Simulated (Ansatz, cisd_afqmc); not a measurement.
System: C, charge 1, doublet.

Total energies in aug-cc-pVQZ, 3 correlated electrons, 1 frozen orbitals. UHF or UKS for unpaired electrons; spin-orbit terms are left out. Cores are frozen in correlated methods. No relativity. AFQMC/CISD: phaseless, guided by CISD from CCSD amplitudes; bars are statistical, one sigma. Outlying blocks are dropped, and bars are widened where a walk drifts. Over all cases where full CI ran beside it in this data, AFQMC minus full CI had a median of +0.1 mEh and passed +0.4 mEh in a tenth of the cases. Full CI freezes restricted core orbitals and the other rows unrestricted ones, which leaves a small offset even where coupled cluster is exact.

```json
[
 {"method": "HF", "program": "Ansatz", "energy (Eh)": "-37.29649", "error against FCI (mEh)": "78.74"},
 {"method": "MP2", "program": "Ansatz", "energy (Eh)": "-37.35122", "error against FCI (mEh)": "24.01"},
 {"method": "CCSD", "program": "Ansatz", "energy (Eh)": "-37.37374", "error against FCI (mEh)": "1.49"},
 {"method": "CCSD(T)", "program": "Ansatz", "energy (Eh)": "-37.37501", "error against FCI (mEh)": "0.22"},
 {"method": "CCSDT", "program": "Ansatz", "energy (Eh)": "-37.37531", "error against FCI (mEh)": "-0.07"},
 {"method": "AFQMC/CISD", "program": "cisd_afqmc", "energy (Eh)": "-37.3751 ± 0.0001", "error against FCI (mEh)": "0.1 ± 0.1"},
 {"method": "FCI", "program": "Ansatz", "energy (Eh)": "-37.37523", "error against FCI (mEh)": "0.00"}
]
```

Ansatz is an electronic-structure program.
